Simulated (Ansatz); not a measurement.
Gas-phase reaction in SMILES: N[SiH2-] → [NH-][SiH3]
Each molecule is optimised on its own at B3LYP-D3(BJ)/def2-TZVP (Ansatz, a first-principles code), one conformer each, not searched for the lowest. Frequencies are from Ansatz.

Property: isomerisation energy (enthalpy at 298 K, with B3LYP-D3(BJ) rigid-rotor harmonic-oscillator terms), in kcal/mol. Correlated levels leave the core frozen unless marked. Spin-orbit coupling is left out. Non-relativistic. FCI takes restricted orbitals. Anions need diffuse functions: aug- sets have them; def2-D sets add few; the other sets have none. CBS(X,Y): correlation extrapolated as X^-3; Hartree-Fock from the larger set.

```tsv
level	program	isomerisation energy (kcal/mol)
HF/aug-cc-pV(T+d)Z	Ansatz	-3.7
```

**Question.** Predict the CCSD(T)/CBS(aug-cc-pV(T+d)Z,aug-cc-pV(Q+d)Z) result (Ansatz).

**Answer.** -5.7 kcal/mol, so HF/aug-cc-pV(T+d)Z differs from it by 2.0 kcal/mol.
